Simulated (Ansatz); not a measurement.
Input for Ansatz (a quantum-chemistry and plane-wave program): U-CCSD(T)/aug-cc-pVQZ on F2-, 2S+1 = 2, a spin state set in the input, which need not be the lowest, a point of a bond scan (R = 1.989 Å). Charge -1.

Ansatz 0.2 input:
```yaml
crystal:
  periodic: [false, false, false]
  atoms:
    - {symbol: F, position_ang: [0.00000000, 0.00000000, 0.00000000]}
    - {symbol: F, position_ang: [0.00000000, 0.00000000, 1.98947300]}
basis:
  gaussian:
    orbitals: aug-cc-pVQZ
    pivot_positions_ang: [[0.00000000, 0.00000000, 0.00000000], [0.00000000, 0.00000000, 1.98947300]]
total_charge: -1
magnetization: {spin_polarized: true, initial_magnetization: 1}
correlation: {method: ccsd_t, electrons: outside_noble_gas}
output: {orbitals: {seedname: ./end}}
```

Program output:

```
WARN ansatz: RAYON_NUM_THREADS=2 ignored (pool sized by the plan → 2); use --threads N
Functional definition: HF
integrals: 0.70 GiB planned
1197 factors; integrals over basis functions are off by at most 3.7e-4 eV
mean field: 0.50 GiB planned
mean field evaluation 1: about -5410.3063 eV, gradient 2.0e1 eV
mean field evaluation 2: about -5410.3064 eV, gradient 2.0e1 eV
mean field evaluation 4: about -5411.5964 eV, gradient 2.0e0 eV
mean field evaluation 8: about -5411.6316 eV, gradient 1.8e-3 eV
mean field evaluation 16: about -5411.6316 eV, gradient 7.2e-5 eV
mean field evaluation 32: about -5411.5962 eV, gradient 2.0e0 eV
mean field evaluation 64: about -5410.1133 eV, gradient 1.5e0 eV
mean field evaluation 96: about -5407.7917 eV, gradient 1.0e-2 eV
mean field evaluation 128: about -5406.0910 eV, gradient 7.8e-4 eV
mean field evaluation 160: about -5405.0758 eV, gradient 2.3e0 eV
mean field evaluation 192: about -5405.0472 eV, gradient 2.3e0 eV
mean field evaluation 224: about -5406.0910 eV, gradient 4.2e-3 eV
mean field evaluation 256: about -5406.3636 eV, gradient 6.1e0 eV
mean field evaluation 288: about -5409.9938 eV, gradient 3.0e-2 eV
mean field evaluation 320: about -5405.4120 eV, gradient 1.0e-3 eV
mean field evaluation 352: about -5405.0640 eV, gradient 8.6e-4 eV
mean field -5411.71929529 eV, -198.8770159067 hartree, gradient 2.6e-6 eV, S^2 0.768022; 8 other end points of the search recorded, 0 dependent functions left out
determinant -5411.71929529 eV, -198.8770159067 hartree, with singles and doubles -5427.40519976 eV, -199.4534622637 hartree
determinant -5411.63155299 eV, -198.8737914366 hartree, with singles and doubles -5427.53801800 eV, -199.4583432442 hartree
determinant -5409.99384834 eV, -198.8136069009 hartree, with singles and doubles -5425.80496052 eV, -199.3946545565 hartree
determinant -5408.44681163 eV, -198.7567543505 hartree, with singles and doubles -5424.62944000 eV, -199.3514549740 hartree
determinant -5411.71929529 eV, -198.8770159067 hartree, with singles and doubles -5427.32078369 eV, -199.4503600306 hartree
determinant -5411.63155299 eV, -198.8737914366 hartree, with singles and doubles -5427.41188983 eV, -199.4537081194 hartree
determinant -5411.71929529 eV, -198.8770159067 hartree, with singles and doubles -5427.37418364 eV, -199.4523224425 hartree
determinant -5411.63155299 eV, -198.8737914366 hartree, with singles and doubles -5427.41406316 eV, -199.4537879876 hartree
2 core orbitals not correlated
reference -5411.63155299 eV, -198.8737914366 hartree; 8, 7 occupied and 150, 151 virtual orbitals, 1197 factors
second order -15.76285974 eV of doubles, -0.00000000 eV of singles
coupled cluster: 1.77 GiB planned
cycle   1  -15.30513216 eV  change    3.8e-1 eV  update   9.7e-2
cycle   2  -15.68888902 eV  change   -3.8e-1 eV  update   3.2e-2
cycle   3  -15.80062037 eV  change   -1.1e-1 eV  update   2.0e-2
cycle   4  -15.78489223 eV  change    1.6e-2 eV  update   5.3e-3
cycle   5  -15.78033693 eV  change    4.6e-3 eV  update   2.5e-3
cycle   6  -15.78207186 eV  change   -1.7e-3 eV  update   8.5e-4
cycle   7  -15.78257935 eV  change   -5.1e-4 eV  update   5.1e-4
cycle   8  -15.78249659 eV  change    8.3e-5 eV  update   1.5e-4
cycle   9  -15.78253053 eV  change   -3.4e-5 eV  update   7.0e-5
cycle  10  -15.78251258 eV  change    1.8e-5 eV  update   2.3e-5
cycle  11  -15.78251037 eV  change    2.2e-6 eV  update   9.4e-6
perturbative correction -0.55704158 eV, -0.0204709007 hartree
WARN: these amplitudes may be one of several solutions (largest doubles amplitude 0.05, level shift 0.35 eV)
Total energy: -5427.97110494 eV, -199.4742588958 hartree
```

The run converged.

Warnings raised: other roots.

Cost: about 6 core-minutes (a rough figure).
